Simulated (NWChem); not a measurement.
System: Si$_{2}$NH$_{5}$O; SMILES N1[SiH2]O[SiH2]1

Here is an NWChem input.

```
start job
memory heap 200 mb stack 900 mb global 1100 mb
geometry units angstroms noautoz
  N      0.000000     0.000000     1.203085
  Si     1.245334     0.000000    -0.040407
  O      0.000000     0.000000    -1.215764
  Si    -1.245334     0.000000    -0.040407
  H      0.000000     0.000000     2.221991
  H      2.118904     1.222145    -0.113798
  H      2.118904    -1.222145    -0.113798
  H     -2.118904    -1.222145    -0.113798
  H     -2.118904     1.222145    -0.113798
end
basis spherical
  * library def2-svpd
end
dft
  xc pbe0
  iterations 150
  mulliken
end
task dft energy
```

Output (shortened):

```
             Northwest Computational Chemistry Package (NWChem) 7.3.0
             --------------------------------------------------------

 C2V symmetry detected

                             Geometry "geometry" -> ""
                             -------------------------

 Output coordinates in angstroms (scale by  1.889725989 to convert to a.u.)

  No.       Tag          Charge          X              Y              Z
 ---- ---------------- ---------- -------------- -------------- --------------
    1 N                    7.0000     0.00000000     0.00000000     1.21702488
    2 Si                  14.0000     1.24533400     0.00000000    -0.02646712
    3 O                    8.0000     0.00000000     0.00000000    -1.20182413
    4 Si                  14.0000    -1.24533400     0.00000000    -0.02646712
    5 H                    1.0000     0.00000000     0.00000000     2.23593088
    6 H                    1.0000     2.11890400     1.22214500    -0.09985813
    7 H                    1.0000     2.11890400    -1.22214500    -0.09985813
    8 H                    1.0000    -2.11890400    -1.22214500    -0.09985813
    9 H                    1.0000    -2.11890400     1.22214500    -0.09985813

 Effective nuclear repulsion energy (a.u.)     233.8065874515

      Symmetry information
      --------------------

 Group name             C2v
 Group number             16
 Group order               4
 No. of unique centers     5

                                 NWChem DFT Module
                                 -----------------

 Summary of "ao basis" -> "ao basis" (spherical)
 ------------------------------------------------------------------------------
       Tag                 Description            Shells   Functions and Types
 ---------------- ------------------------------  ------  ---------------------
 N                         def2-svpd                 8       20   4s2p2d
 Si                        def2-svpd                10       24   5s3p2d
 O                         def2-svpd                 9       23   4s3p2d
 H                         def2-svpd                 4        8   2s2p

      Symmetry analysis of basis
      --------------------------

        a1         50
        a2         19
        b1         36
        b2         26

            General Information
            -------------------
          SCF calculation type: DFT
          Wavefunction type:  closed shell.
          No. of atoms     :     9
          No. of electrons :    48
           Alpha electrons :    24
            Beta electrons :    24
          Charge           :     0
          Spin multiplicity:     1
          Use of symmetry is: on ; symmetry adaption is: on
          Maximum number of iterations: 150
          AO basis - number of functions:   131
                     number of shells:    57
          Convergence on energy requested:  1.00D-06
          Convergence on density requested:  1.00D-05
          Convergence on gradient requested:  5.00D-04

              XC Information
              --------------
                         PBE0 Method XC Functional
                     Hartree-Fock (Exact) Exchange  0.250
          PerdewBurkeErnzerhof Exchange Functional  0.750
            Perdew 1991 LDA Correlation Functional  1.000 local
           PerdewBurkeErnz. Correlation Functional  1.000 non-local

             Grid Information
             ----------------
          Grid used for XC integration:  medium
          Radial quadrature: Mura-Knowles
          Angular quadrature: Lebedev.
          Tag              B.-S. Rad. Rad. Pts. Rad. Cut. Ang. Pts.
          ---              ---------- --------- --------- ---------
          N                   0.65       49          10.0       434
          Si                  1.10       88          11.0       590
          O                   0.60       49          10.0       434
          H                   0.35       45          12.0       434
          Grid pruning is: on
          Number of quadrature shells:   276
          Spatial weights used:  Erf1

      Superposition of Atomic Density Guess
      -------------------------------------

 Sum of atomic energies:        -708.91295337

      Non-variational initial energy
      ------------------------------

 Total energy =    -710.572031
 1-e energy   =   -1445.409732
 2-e energy   =     501.031114
 HOMO         =      -0.320229
 LUMO         =       0.000692

      Symmetry analysis of molecular orbitals - initial
      -------------------------------------------------

  Numbering of irreducible representations:

     1 a1          2 a2          3 b1          4 b2

  Orbital symmetries:

     1 a1          2 b1          3 a1          4 a1          5 a1
     6 b1          7 a1          8 b1          9 b2         10 a1
    11 a2         12 b1         13 a1         14 a1         15 b1
    16 a1         17 a1         18 b2         19 b1         20 a1
    21 b1         22 b2         23 a2         24 b2         25 a1
    26 a1         27 b1         28 a1         29 b1         30 a1
    31 b1         32 a1         33 b2         34 b2

     ---------------------------------------------
      Total Density - Mulliken Population Analysis
     ---------------------------------------------

    Atom       Charge   Shell Charges
 -----------   ------   -------------------------------------------------------
    1 N    7     7.49   1.99  1.04  0.49 -0.35  2.61  1.74  0.01 -0.05
    2 Si  14    13.09   2.00  1.99  0.92  0.18  0.02  5.93  0.93  0.81  0.26  0.05
    3 O    8     9.28   1.99  1.12  0.72  0.06  3.10  2.09  0.18  0.01  0.00
    4 Si  14    13.09   2.00  1.99  0.92  0.18  0.02  5.93  0.93  0.81  0.26  0.05
    5 H    1     1.19   0.62  0.45  0.04  0.08
    6 H    1     0.96   0.70  0.25  0.01  0.01
    7 H    1     0.96   0.70  0.25  0.01  0.01
    8 H    1     0.96   0.70  0.25  0.01  0.01
    9 H    1     0.96   0.70  0.25  0.01  0.01

   convergence    iter        energy       DeltaE   RMS-Dens  Diis-err
 ---------------- ----- ----------------- --------- --------- ---------
 d= 0,ls=0.0,diis     1   -711.3092653525 -9.45D+02  1.51D-02  8.16D-01
 d= 0,ls=0.0,diis     2   -711.2073366860  1.02D-01  7.94D-03  1.93D+00
 d= 0,ls=0.0,diis     3   -711.4039416129 -1.97D-01  1.41D-03  2.97D-02
 d= 0,ls=0.0,diis     4   -711.4055258770 -1.58D-03  5.99D-04  1.30D-02
 d= 0,ls=0.0,diis     5   -711.4068962980 -1.37D-03  1.48D-04  4.33D-04
  Resetting Diis
 d= 0,ls=0.0,diis     6   -711.4069473692 -5.11D-05  3.42D-05  1.04D-05
 d= 0,ls=0.0,diis     7   -711.4069488353 -1.47D-06  9.33D-06  2.52D-07
 d= 0,ls=0.0,diis     8   -711.4069488496 -1.43D-08  3.79D-06  1.63D-07

         Total DFT energy =     -711.406948849625
      One electron energy =    -1448.425402774192
           Coulomb energy =      562.072412627570
    Exchange-Corr. energy =      -58.860546154509
 Nuclear repulsion energy =      233.806587451506

 Numeric. integr. density =       47.999989926889

                  Occupations of the irreducible representations
                  ----------------------------------------------

                     irrep           alpha         beta
                     --------     --------     --------
                     a1               11.0         11.0
                     a2                2.0          2.0
                     b1                7.0          7.0
                     b2                4.0          4.0

                       DFT Final Molecular Orbital Analysis
                       ------------------------------------

 Vector   22  Occ=2.000000D+00  E=-3.590050D-01  Symmetry=a2
              MO Center= -7.0D-14, -4.4D-13, -7.3D-02, r^2= 5.6D+00
   Bfn.  Coefficient  Atom+Function         Bfn.  Coefficient  Atom+Function
  ----- ------------  ---------------      ----- ------------  ---------------
    33      0.240845  2 Si py                80     -0.240845  4 Si py
   100      0.234339  6 H  s                108     -0.234339  7 H  s
   116      0.234339  8 H  s                124     -0.234339  9 H  s
    30      0.214947  2 Si py                77     -0.214947  4 Si py
    27     -0.120000  2 Si py                74      0.120000  4 Si py

 Vector   23  Occ=2.000000D+00  E=-3.176812D-01  Symmetry=b2
              MO Center=  4.0D-14, -1.9D-13, -5.2D-01, r^2= 2.9D+00
   Bfn.  Coefficient  Atom+Function         Bfn.  Coefficient  Atom+Function
  ----- ------------  ---------------      ----- ------------  ---------------
    50      0.496363  3 O  py                53      0.372431  3 O  py
     6      0.196479  1 N  py                 9     -0.151970  1 N  py
   100     -0.130034  6 H  s                108      0.130034  7 H  s
   116      0.130034  8 H  s                124     -0.130034  9 H  s
   101     -0.082935  6 H  s                109      0.082935  7 H  s

 Vector   24  Occ=2.000000D+00  E=-2.808748D-01  Symmetry=b2
              MO Center=  1.6D-14,  8.4D-14,  7.3D-01, r^2= 3.2D+00
   Bfn.  Coefficient  Atom+Function         Bfn.  Coefficient  Atom+Function
  ----- ------------  ---------------      ----- ------------  ---------------
     6      0.478718  1 N  py                 9     -0.373489  1 N  py
   100      0.154725  6 H  s                108     -0.154725  7 H  s
   116     -0.154725  8 H  s                124      0.154725  9 H  s
    35      0.093751  2 Si d -2              82     -0.093751  4 Si d -2
   101      0.085457  6 H  s                109     -0.085457  7 H  s

[...]
```

Level: PBE0/def2-SVPD. All runs use the structure optimised with PBE-D3(BJ)/def2-SVP.
